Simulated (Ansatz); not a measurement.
Species: CH₄B₂, SMILES `B=BC` (charge 0, multiplicity 1).

Problem. Give a relaxed geometry from PBE0-D3(BJ)/def2-TZVP (Ansatz, an electronic-structure program).

Solution. the end point of this relaxation (outside a Z-matrix the atoms follow the SMILES, hydrogens last).
Cartesian coordinates (Å) in one orientation:
```xyz
7

B      1.951    -0.095    -0.019
B      0.434     0.051     0.052
C     -1.080     0.111     0.139
H      3.120    -0.210    -0.074
H     -1.589     0.381    -0.790
H     -1.475     0.698     0.972
H     -1.361    -0.937     0.345
```
